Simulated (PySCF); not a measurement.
Nb(O)2(OH) (HNbO₃), SMILES [OH][Nb](=[O])=[O], multiplicity 1. Geometry: PBE0-D3(BJ)/def2-SVP. The multiplicity is an assumed one; other spin states were not compared. The def2 effective core potentials stand for the cores of Nb; spin–orbit coupling is left out. The values are those of a single conformer.

Problem. Give the equilibrium geometry at PBE0-D3(BJ)/def2-SVP (PySCF confirms it by a frequency run) as bond lengths and angles. (Estimate from the structure and the level; the computed values follow.)

Solution. One answer among several that fit: 
Atoms: Nb1 O2 O3 O4 H5. Bonded distances (Å): Nb1–O2 1.710, Nb1–O3 1.711, Nb1–O4 1.913, O4–H5 0.961. Angles (°): O2–Nb1–O3 107.8, O2–Nb1–O4 114.4, O3–Nb1–O4 113.2, Nb1–O4–H5 138.7.
